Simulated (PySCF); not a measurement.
Compound: C5H9ClO2Si.
Structure used (GFN2-xTB), in Å, numbered top down from 1:
```xyz
18
C5H9ClO2Si angstrom
C     -2.3059   -0.0292   -1.0487
C     -1.8304    0.2625    0.1459
C     -0.6955   -0.4520    0.8230
C      0.2888    0.5504    1.4535
O      0.9338    1.3592    0.5097
C      1.9566    0.6725   -0.2124
Si     1.1553   -0.8394   -1.0614
Cl     2.3678   -2.4228   -1.2096
O     -0.0063   -1.3259   -0.0385
H     -1.9006   -0.8345   -1.6372
H     -3.1248    0.5201   -1.4793
H     -2.2552    1.0605    0.7381
H     -1.1031   -1.0779    1.6312
H      1.0305   -0.0117    2.0416
H     -0.2550    1.2279    2.1158
H      2.3561    1.4128   -0.9038
H      2.7628    0.3982    0.4846
H      0.6165   -0.4643   -2.3639
```

Definitions: NICS(0) = −σiso at the ring centroid; NICS(1) = −σiso and NICS(1)zz = −σzz at ±1 Å along the ring normal z. Level: GIAO PBE0/pcSseg-1 (PySCF, non-relativistic, gas phase) on the GFN2-xTB geometry, one conformer.

Ring bond lengths (Å), with Mayer bond orders in brackets: C3–C4 1.540 (1.00), C4–O5 1.400 (0.94), O5–C6 1.428 (0.88), C6–Si7 1.910 (0.89), Si7–O9 1.622 (0.99), O9–C3 1.407 (0.85).

What do the NICS probes read (ppm)?

```json
{"ring": "C3–C4–O5–C6–Si7–O9", "type": "6-membered ring with 2 O and Si; formal bonds all single", "NICS(0)": "-1.3", "NICS(1), two faces": "-1.0 / -1.4", "NICS(1)zz, two faces": "4.6 / 2.9", "rms pucker (Å)": "0.21", "centre to ring atoms, mean (Å)": "1.50"}
```

What can be read from them?

- C3–C4–O5–C6–Si7–O9: mean NICS(1)zz 3.7 ppm, deshielded. C3, C4, C6, Si7 have four or more neighbours, and the NICS criterion for π rings isn't applied.

Give the inner angles of the rings and the Hirshfeld charges of the ring atoms.

- C3–C4–O5–C6–Si7–O9: C3 110.0° (+0.046 e), C4 113.2° (-0.006 e), O5 113.1° (-0.144 e), C6 107.8° (-0.096 e), Si7 104.9° (+0.399 e), O9 123.4° (-0.222 e); sum 672.4° against 720° for a flat convex ring.

What are the shieldings of the ring atoms and their hydrogens in the same run (means over atoms taken as equivalent)?

| atoms | environment | σ isotropic (ppm) | principal values of the symmetric part, first atom (ppm) |
| --- | --- | --- | --- |
| C3 | sp3 carbon bound to oxygen | 107.0 | 93.8, 98.4, 129.0 |
| C4 | sp3 carbon bound to oxygen | 110.3 | 90.9, 104.3, 135.7 |
| O5 | cyclic ether oxygen | 327.1 | 285.9, 316.1, 379.4 |
| C6 | sp3 carbon bound to oxygen | 118.6 | 91.6, 95.9, 168.3 |
| Si7 | chlorine-bound silicon | 372.1 | 335.4, 381.6, 399.5 |
| O9 | silyl ether oxygen | 284.9 | 233.0, 284.7, 336.9 |
| H13 | methine hydrogen | 27.01 | 23.4, 25.8, 31.9 |
| H14 | methylene hydrogen | 27.94 | 24.5, 27.1, 32.2 |
| H15 | methylene hydrogen | 27.86 | 24.4, 26.3, 32.9 |
| H16 | methylene hydrogen | 27.92 | 24.2, 26.8, 32.7 |
| H17 | methylene hydrogen | 28.13 | 23.0, 28.7, 32.7 |
| H18 | Si–H hydrogen | 26.10 | 22.0, 24.9, 31.4 |
